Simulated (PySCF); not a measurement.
Vertical excitation energies

Species: C₆H₇F.
Structure used (PBE0-D3(BJ)/def2-SVP), in Å, numbered top down from 1:
```
atom  x, y, z in Å
C1    -1.2144   -0.1406    1.6150
C2    -1.0865   -0.6121    0.3689
C3    -0.1801   -0.1401   -0.6895
C4    -0.4997   -0.3512   -1.9821
C5     1.0765    0.5629   -0.3755
C6     1.7834    0.5400    0.7568
F7     1.5669    1.2483   -1.4174
H8    -0.6056    0.6811    1.9978
H9    -1.9677   -0.5584    2.2873
H10   -1.7667   -1.4087    0.0470
H11   -1.4146   -0.8851   -2.2492
H12    0.1355    0.0122   -2.7907
H13    2.7266    1.0849    0.8150
H14    1.4455   -0.0397    1.6126
```

Method: TDDFT PBE0/def2-SVPD, vertical, gas phase, core orbitals frozen in the response (PySCF).

**Question.** What does the calculation give for the low-lying excited states?

**Answer.** 

```json
{"state": "S1", "E (eV)": "5.11", "E (kJ/mol)": "493", "λ (nm)": "242.7", "f": "0.278", "main configurations (H = HOMO, L = LUMO)": "H→L (82%), H-1→L (9%)"}
{"state": "S2", "E (eV)": "5.35", "E (kJ/mol)": "516", "λ (nm)": "231.7", "f": "0.066", "main configurations (H = HOMO, L = LUMO)": "H-1→L (54%), H→L+1 (34%), H→L (11%)"}
{"state": "S3", "E (eV)": "5.82", "E (kJ/mol)": "561", "λ (nm)": "213.2", "f": "0.159", "main configurations (H = HOMO, L = LUMO)": "H→L+1 (61%), H-1→L (36%)"}
{"state": "S4", "E (eV)": "6.63", "E (kJ/mol)": "640", "λ (nm)": "187.0", "f": "0.0033", "main configurations (H = HOMO, L = LUMO)": "H→L+2 (96%)"}
{"state": "S5", "E (eV)": "6.92", "E (kJ/mol)": "668", "λ (nm)": "179.1", "f": "0.136", "main configurations (H = HOMO, L = LUMO)": "H-2→L (42%), H-1→L+1 (32%), H-3→L (18%)"}
{"state": "S6", "E (eV)": "7.04", "E (kJ/mol)": "680", "λ (nm)": "176.0", "f": "0.068", "main configurations (H = HOMO, L = LUMO)": "H→L+3 (76%), H-1→L+1 (8%)"}
{"state": "S7", "E (eV)": "7.10", "E (kJ/mol)": "685", "λ (nm)": "174.6", "f": "0.173", "main configurations (H = HOMO, L = LUMO)": "H-3→L (44%), H-1→L+1 (33%)"}
{"state": "S8", "E (eV)": "7.21", "E (kJ/mol)": "696", "λ (nm)": "171.9", "f": "0.057", "main configurations (H = HOMO, L = LUMO)": "H→L+4 (78%), H→L+3 (11%)"}
{"state": "S9", "E (eV)": "7.35", "E (kJ/mol)": "709", "λ (nm)": "168.8", "f": "0.011", "main configurations (H = HOMO, L = LUMO)": "H-2→L (36%), H-3→L (26%), H→L+5 (16%)"}
{"state": "S10", "E (eV)": "7.67", "E (kJ/mol)": "741", "λ (nm)": "161.5", "f": "0.0080", "main configurations (H = HOMO, L = LUMO)": "H-1→L+2 (67%), H→L+5 (18%)"}
```

Triplets (Tamm–Dancoff): T1 2.86 eV, H→L (91%); T2 3.85 eV, H-1→L (51%), H→L+1 (40%); T3 4.82 eV, H-1→L+1 (58%), H-2→L (21%); T4 5.27 eV, H→L+1 (53%), H-1→L (42%).

The lowest singlet lies at 5.11 eV (243 nm, ultraviolet) and is strong; its leading configuration is HOMO→LUMO (82%). The lowest level is also the most intense of those listed (f = 0.278). Löwdin shares by element: HOMO carbon 68% or more (atoms not listed hold the other 32%); LUMO carbon 69% or more (atoms not listed hold the other 31%). The listed states span 2.57 eV, and the widest gap between neighbours is 0.82 eV (S3 to S4). Weighted by f, the mean energy of these states is 6.17 eV. Orbital energies (eV): HOMO-3 -10.04, HOMO-2 -9.68, HOMO-1 -7.84, HOMO -6.81, LUMO -1.41, LUMO+1 -0.17, LUMO+2 0.93. The vertical ionisation energy (ΔSCF) is 8.64 eV, 0.96 eV above S10. Only the lowest 10 singlets were computed, as vertical energies without vibronic structure.

One conformer stands for the species.
